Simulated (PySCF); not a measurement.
Radial density of Si(2+) (silicon, charge +2)

BP86, [Ne] 3s2, closed-shell 1S. Computed with PySCF 2.14 in dyall-av2z, with the non-relativistic Hamiltonian (point nucleus).

```csv
r (bohr),4πr²ρ (e/bohr)
0.00236,0.1165
0.00397,0.3143
0.00668,0.8254
0.0112,2.054
0.0189,4.693
0.0318,9.262
0.0535,14.40
0.0900,15.36
0.151,10.79
0.255,10.89
0.428,14.23
0.720,7.238
1.21,1.663
2.04,1.108
3.43,0.1451
5.76,0.001115
```
